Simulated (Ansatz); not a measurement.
A structure relaxed at PBE-D4/def2-SVPD in Ansatz, charge -2, triplet:

```tsv
atom	x (Å)	y (Å)	z (Å)
V1	-0.599	-0.069	0.519
S2	1.612	-0.767	-1.022
H3	0.861	-0.343	-2.086
H4	1.707	0.562	-0.544
Cl5	-2.314	0.842	1.812
Cl6	0.877	-0.759	2.245
Cl7	-1.390	0.651	-1.657
Cl8	-1.558	-2.223	0.258
Cl9	0.803	2.106	0.474
```

(1) Give its formula, name or SMILES.

(2) Summarise the bond lengths by kind (pairs closer than 1.2 times the sum of covalent radii, bridged metal pairs left out).

Answers

(1) [V(H2S)Cl5]2- (VH₂SCl₅²⁻).

(2) 5 × Cl–V 2.33 to 2.59 Å; 1 × S–V 2.78 Å; 2 × H–S 1.37 to 1.42 Å. The metal has 6 neighbours: S 2.78 Å, Cl 2.33 Å, Cl 2.37 Å, Cl 2.42 Å, Cl 2.37 Å, Cl 2.59 Å.

A multiply charged anion in the gas phase is held together partly by the finite basis. The highest occupied level of the charge -2 triplet lies above zero (up to 2.72 eV). Energy differences disagree on whether the electron is bound (positive means bound): 0.10 eV (vertical, against the charge -1 doublet, at r2SCAN-D4/def2-TZVPD), but -0.37 eV at PBE-D4/def2-TZVPD.
